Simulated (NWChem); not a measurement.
Molecule: C4H5NO; SMILES N(/C=O)=C\C=C

```xyz
11

C      0.4873    -2.7482    -0.0443
C     -0.3444    -1.7208     0.1751
C      0.0240    -0.3503    -0.1373
N     -0.7734     0.6284     0.0586
C     -0.3143     1.9227    -0.1694
O      0.7480     2.3558     0.1955
H      1.4810    -2.5900    -0.4760
H      0.2089    -3.7758     0.2012
H     -1.3396    -1.8680     0.6057
H      1.0345    -0.1857    -0.5597
H     -1.0716     2.5539    -0.6898
```
Atoms are numbered in this order, from 1.

All runs: NWChem. Coordinates come from a PBE0/def2-SVP optimisation.

Order these by “dipole (D)”, lowest first: LDA (Slater exchange, PW92)/def2-SVP; Hartree-Fock/def2-SVP; BLYP/def2-SVP; BHandHLYP/def2-SVP.

BLYP/def2-SVP (3.14), LDA (Slater exchange, PW92)/def2-SVP (3.23), BHandHLYP/def2-SVP (3.39), Hartree-Fock/def2-SVP (3.66)
